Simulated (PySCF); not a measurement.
Cost of excited-state runs on `[SiH3][CH2][GeH][PH2]`, CH8GePSi, doublet

Geometry:
| atom | x (Å) | y (Å) | z (Å) |
| --- | --- | --- | --- |
| Si1 | -1.643 | 0.680 | 0.040 |
| C2 | -0.792 | -1.010 | -0.134 |
| Ge3 | 1.113 | -0.987 | 0.546 |
| P4 | 2.212 | 0.831 | -0.437 |
| H5 | -3.046 | 0.520 | -0.366 |
| H6 | -0.981 | 1.645 | -0.842 |
| H7 | -1.589 | 1.129 | 1.431 |
| H8 | -1.346 | -1.764 | 0.424 |
| H9 | -0.787 | -1.327 | -1.177 |
| H10 | 0.902 | -0.419 | 2.015 |
| H11 | 2.508 | 0.178 | -1.627 |
| H12 | 3.453 | 0.523 | 0.102 |

PySCF with density fitting, on 1 thread of an Intel Xeon, shared host. Command: `OMP_NUM_THREADS=1 python excited_run.py task.json out`

How long does each of these runs take, and how much memory?
- open-shell absorption, PBE0/6-311G**; 6 states; Tamm-Dancoff; level shift 0.1 Eh
- open-shell absorption, PBE0/def2-SVPD; 2 states; Tamm-Dancoff
- open-shell absorption, PBE0/def2-SVPD; 10 states; full response


```
                  run           level  basis functions  wall time  peak memory (GiB)
open-shell absorption   PBE0/6-311G**              162       91 s               0.71
open-shell absorption  PBE0/def2-SVPD              170       82 s               0.75
open-shell absorption  PBE0/def2-SVPD              170    2.2 min                0.6
```
Times from a shared host are rough.
